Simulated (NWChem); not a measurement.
Molecule: BeHSeF; SMILES [SeH][Be][F]

```xyz
4

Be     0.0224     1.1349     0.0000
F      0.1160     2.5068     0.0000
Se    -0.1579    -0.9030     0.0000
H      1.3178    -1.0533     0.0000
```
Atoms are numbered in this order, from 1.

Results from NWChem. Pople sets run with spherical d functions. Structure relaxed at the B3LYP/6-31G* (spherical d) level. GIAO values for the isolated, static molecule; σ is the absolute isotropic shielding, δ = σ(reference) − σ with the isolated reference molecule computed at the same levels (19F: trichlorofluoromethane, 1H: tetramethylsilane). Spin-orbit effects, on the heavy nuclei and on their neighbours, are missing.

For level B3LYP/6-31G*:

```yaml
"σ Be1 (ppm)": 104.0
"δ F2 (ppm)": -128.8
"δ H4 (ppm)": -0.21
```

Question: Estimate the same quantities for level LDA (Slater exchange, VWN5)/pcSseg-1.

Answer: σ Be1 (ppm): 93.9
δ F2 (ppm): -158.3
δ H4 (ppm): 0.34
